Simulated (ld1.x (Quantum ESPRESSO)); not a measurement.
Results of a calculation; reference values are marked as such.
## Potentials for Sn (Z = 50) compared

Generated with ld1.x 7.5 (TM, RRKJ, ultrasoft, PAW), atompaw 4.2 or ONCVPSP 4.0.1. The cutoff is in Ry: for ld1.x and atompaw files where the sum of valence levels is converged to 10 mRy in a Bessel basis, for ONCV files where the hardest occupied wave has 1 mHa per electron of residual kinetic energy. The error is the largest all-electron minus pseudo excitation energy over each file’s own four to seven test configurations (ionisations up to +4, promotions, holes and added fractions of an electron), all of which were solved. The labels leave out finer settings (local radius, basis sizes, second energies), which also bear on the numbers. Spin-polarised tests are not counted. The rows are a selection from randomly drawn settings: files with unsolved tests, undetermined cutoffs or missed reference levels are left out.

A true bound ghost makes a file unfit for plane-wave use even where its test errors are small: the radial tests pick states by their node count and pass the ghost by.

| potential | cutoff (Ry) | largest error (meV) | bound ghosts |
| --- | --- | --- | --- |
| ultrasoft, Wu–Cohen, scalar-relativistic, rc 1.95/2.50 (sp), local smoothed, core correction no, reference 5s2 5p2 | 10 | +56 | none |
| TM, PBE, scalar-relativistic, rc 1.55/2.60/2.25 (spd), local s, core correction no, reference 5s1.5 5p2.5 | 35 | +159 | d |
| TM, PBE, scalar-relativistic, rc 1.50/2.20/1.85 (spd), local s, core correction yes, reference 5s2 5p1.5 | 35 | -278 | d |

Task: Fill in the row for Sn: TM, PBE, scalar-relativistic, rc 1.95/2.70 (sp), local s, core correction no, reference 5s2 5p2.

Result: cutoff 21 Ry, largest error +139 meV, bound ghosts: none.

Task: Fill in the row for Sn: RRKJ, PBE, scalar-relativistic, rc 1.65/2.05 (sp), local s, core correction yes, reference 5s2 5p2.

Result: cutoff 30 Ry, largest error -330 meV, bound ghosts: none.

Task: Fill in the row for Sn: TM, PBEsol, scalar-relativistic, rc 1.85/2.30 (sp), local p, core correction yes, reference 5s2 5p2.

Result: cutoff 21 Ry, largest error -338 meV, bound ghosts: none.
